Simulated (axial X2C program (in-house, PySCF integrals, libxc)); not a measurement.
# Excited states of GaTl by EOM-EE-CCSD

Calculated with an in-house all-electron X2C program for linear molecules (integrals from PySCF): two-component X2C with atomic mean-field Coulomb and Gaunt terms, Gaussian nuclei, basis Tl dyall-acv3z, Ga dyall-acv3z with contracted cores.

R = 2.795 Å (near the PBE0 minimum at charge 0 of the determinant lowest at the starting distance; the state shown can have its own minimum elsewhere).

Hartree–Fock spinors of GaTl (one of each Kramers pair; a window near the gap, which can cut inner shells):

```tsv
ω	occupied	ε (eV)	character
5/2	yes	-21.37	100% Tl d
1/2	yes	-21.36	99% Tl d
3/2	yes	-21.32	100% Tl d
1/2	yes	-13.91	41% Ga s, 38% Tl s, 6% Tl p
1/2	yes	-10.47	33% Tl s, 33% Ga s, 13% Ga p
1/2	yes	-5.60	48% Tl p, 39% Ga p, 4% Ga d
3/2	no	-0.01	54% Ga p, 41% Tl p, 3% Tl d
1/2	no	0.03	46% Ga p, 34% Tl p, 9% Tl s
1/2	no	0.44	67% Tl p, 28% Ga p, 3% Tl s
1/2	no	0.58	82% Tl p, 7% Ga p, 6% Tl d
3/2	no	0.63	79% Tl p, 11% Ga p, 8% Tl d
1/2	no	0.73	43% Ga p, 24% Tl p, 16% Tl s
```

Vertical excitation energies from the closed-shell determinant state of GaTl:

```json
{"Ω": "0⁻", "excitation (eV)": "0.308", "cm⁻¹": "2487", "hole of the leading pair": "27% Tl pπ, 22% Ga pσ, 20% Tl pσ", "particle of the leading pair": "29% Ga pπ, 25% Ga pσ, 19% Tl pσ", "weight of the pair (for Ω = 0 its time-reversed partner can hold as much again)": "0.47", "singles weight": "0.95"}
{"Ω": "1", "excitation (eV)": "0.356", "cm⁻¹": "2875", "hole of the leading pair": "27% Tl pπ, 22% Ga pσ, 20% Tl pσ", "particle of the leading pair": "56% Ga pπ, 34% Tl pπ", "weight of the pair (for Ω = 0 its time-reversed partner can hold as much again)": "0.52", "singles weight": "0.95"}
{"Ω": "2", "excitation (eV)": "0.555", "cm⁻¹": "4477", "hole of the leading pair": "27% Tl pπ, 22% Ga pσ, 20% Tl pσ", "particle of the leading pair": "58% Ga pπ, 32% Tl pπ", "weight of the pair (for Ω = 0 its time-reversed partner can hold as much again)": "0.92", "singles weight": "0.93"}
{"Ω": "0⁺", "excitation (eV)": "0.616", "cm⁻¹": "4967", "hole of the leading pair": "27% Tl pπ, 22% Ga pσ, 20% Tl pσ", "particle of the leading pair": "31% Ga pπ, 24% Ga pσ, 19% Tl pσ", "weight of the pair (for Ω = 0 its time-reversed partner can hold as much again)": "0.47", "singles weight": "0.94"}
{"Ω": "1", "excitation (eV)": "0.632", "cm⁻¹": "5095", "hole of the leading pair": "27% Tl pπ, 21% Ga pσ, 20% Tl pσ", "particle of the leading pair": "30% Ga pπ, 25% Ga pσ, 18% Tl pσ", "weight of the pair (for Ω = 0 its time-reversed partner can hold as much again)": "0.48", "singles weight": "0.94"}
{"Ω": "0⁻", "excitation (eV)": "1.773", "cm⁻¹": "14303", "hole of the leading pair": "27% Tl pπ, 21% Ga pσ, 20% Tl pσ", "particle of the leading pair": "33% Tl pπ, 29% Ga pπ, 14% Ga dπ", "weight of the pair (for Ω = 0 its time-reversed partner can hold as much again)": "0.47", "singles weight": "0.96"}
{"Ω": "1", "excitation (eV)": "1.863", "cm⁻¹": "15024", "hole of the leading pair": "27% Tl pπ, 21% Ga pσ, 21% Tl pσ", "particle of the leading pair": "33% Tl pπ, 28% Ga pπ, 13% Ga dπ", "weight of the pair (for Ω = 0 its time-reversed partner can hold as much again)": "0.93", "singles weight": "0.95"}
{"Ω": "2", "excitation (eV)": "2.588", "cm⁻¹": "20877", "hole of the leading pair": "27% Tl pπ, 20% Tl pσ, 20% Ga pσ", "particle of the leading pair": "41% Tl pπ, 20% Ga dπ, 20% Ga pπ", "weight of the pair (for Ω = 0 its time-reversed partner can hold as much again)": "0.84", "singles weight": "0.88"}
{"Ω": "0⁺", "excitation (eV)": "2.602", "cm⁻¹": "20989", "hole of the leading pair": "27% Tl pπ, 20% Ga pσ, 19% Tl pσ", "particle of the leading pair": "32% Tl pπ, 26% Ga pπ, 17% Ga dπ", "weight of the pair (for Ω = 0 its time-reversed partner can hold as much again)": "0.39", "singles weight": "0.84"}
{"Ω": "1", "excitation (eV)": "2.638", "cm⁻¹": "21280", "hole of the leading pair": "27% Tl pπ, 21% Tl pσ, 20% Ga pσ", "particle of the leading pair": "40% Tl pπ, 20% Ga pπ, 20% Ga dπ", "weight of the pair (for Ω = 0 its time-reversed partner can hold as much again)": "0.86", "singles weight": "0.90"}
```

This point took 90 s on 1 thread of Intel(R) Xeon(R) 6975P-C (Granite Rapids) (shared host).

Reference electrons by ω block (each with its −ω partner): 1/2: 33, 3/2: 16, 5/2: 6, 7/2: 1. 16 electrons of GaTl correlated (inner shells frozen), 88 natural virtual spinors (a truncated set); levels can be off by some tenths of an eV. Roots sought by Ω: (0: 5, 1: 4, 2: 3, 3: 1); the list ends where they run out and leaves out roots under 60 % singles weight. The solver can skip a root, and states that need a further excitation, which the method places far too high, are missing though they may lie low or lowest. T1 of the reference 0.026 (Lee–Taylor). Number of frozen shells: Tl 5 s, 4 p, 2 d, 1 f; Ga 3 s, 2 p, 1 d. Large amplitudes in the reference (orbital relaxation or multireference character) lower the reliability.
